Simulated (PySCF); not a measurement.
C2H5O2, SMILES [CH](O)CO, multiplicity 2. Atoms are numbered in the order given.

```xyz
9

O      1.4366    -0.0156    -0.3426
C      0.4828    -0.7385     0.3249
C     -0.9055    -0.3213    -0.0185
O     -1.1100     1.0679     0.1342
H      2.3170    -0.2964    -0.0641
H      0.7158    -1.7806     0.5799
H     -1.1501    -0.6387    -1.0627
H     -1.6161    -0.8463     0.6407
H     -0.3430     1.5019    -0.2650
```
Charge 0, spin multiplicity 2.

Geometry optimised at B3LYP-D3(BJ)/def2-SVP. The isomer is the one that the SMILES or the coordinates give; other isomers of the formula were not compared. Other conformers were not sampled.

Level of theory: TDA-ωB97X/def2-SVPD in PySCF.

Vertical excitations. 

```csv
state,energy (eV),λ (nm),f,main pairs
root 1,4.66,266,0.002,α HOMO→LUMO 92 %
root 2,5.64,220,0.002,β HOMO→LUMO 89 %
root 3,5.94,209,0.004,α HOMO→LUMO+1 82 %
root 4,6.58,188,0.016,α HOMO→LUMO+2 76 %
root 5,6.93,179,0.025,"α HOMO→LUMO+3 36 %, β HOMO−2→LUMO 40 %"
root 6,7.04,176,0.019,"α HOMO→LUMO+3 24 %, β HOMO−1→LUMO 50 %"
root 7,7.32,169,0.013,"α HOMO→LUMO+4 28 %, α HOMO→LUMO+5 13 %, α HOMO→LUMO+6 10 %, α HOMO→LUMO+3 9 %, β HOMO−2→LUMO 16 %, β HOMO−1→LUMO 8 %"
root 8,7.36,169,0.029,"α HOMO→LUMO+4 19 %, α HOMO→LUMO+3 11 %, α HOMO→LUMO+5 9 %, β HOMO−1→LUMO 23 %, β HOMO−2→LUMO 23 %"
root 9,7.65,162,0.000,"α HOMO−1→LUMO+2 24 %, α HOMO−1→LUMO 22 %, β HOMO→LUMO+3 15 %, β HOMO→LUMO+1 13 %"
root 10,7.81,159,0.004,"α HOMO→LUMO+4 34 %, α HOMO→LUMO+5 23 %, α HOMO→LUMO+6 16 %"
```
Unrestricted roots are not spin-pure.
